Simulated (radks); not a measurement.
Values are calculated unless marked as measured or tabulated.
Spin polarisation of the 2p5 shell in the magnesium ion Mg3+. Start: [He] 2s2 2p(up 2.5, down 2.5); electrons of 2p are moved from spin down to spin up, other shells keep equal spins. Level of theory: non-relativistic Kohn-Sham, PBE, spin-polarised, spherical densities, point nucleus (a radial shooting solver on a logarithmic mesh with Libxc functionals).

moment (Bohr magnetons) = 0: E - E(0) (eV) 0.000; e(2p up) (eV) -96.214; e(2p down) (eV) -96.214; 2s down minus up (eV) 0.000; 1s down minus up (eV) 0.000
moment (Bohr magnetons) = 0.25: E - E(0) (eV) -0.044; e(2p up) (eV) -96.559; e(2p down) (eV) -95.857; 2s down minus up (eV) 0.653; 1s down minus up (eV) 0.313
moment (Bohr magnetons) = 0.5: E - E(0) (eV) -0.176; e(2p up) (eV) -96.892; e(2p down) (eV) -95.487; 2s down minus up (eV) 1.306; 1s down minus up (eV) 0.627
moment (Bohr magnetons) = 0.75: E - E(0) (eV) -0.395; e(2p up) (eV) -97.212; e(2p down) (eV) -95.103; 2s down minus up (eV) 1.961; 1s down minus up (eV) 0.941
moment (Bohr magnetons) = 1: E - E(0) (eV) -0.703; e(2p up) (eV) -97.521; e(2p down) (eV) -94.707; 2s down minus up (eV) 2.618; 1s down minus up (eV) 1.255

At moment 1 the spin-polarisation energy is -0.703 eV and the 2p exchange splitting 2.815 eV, that is 2.815 eV per Bohr magneton; E = -I m^2/4 would give I = 2.811 eV.
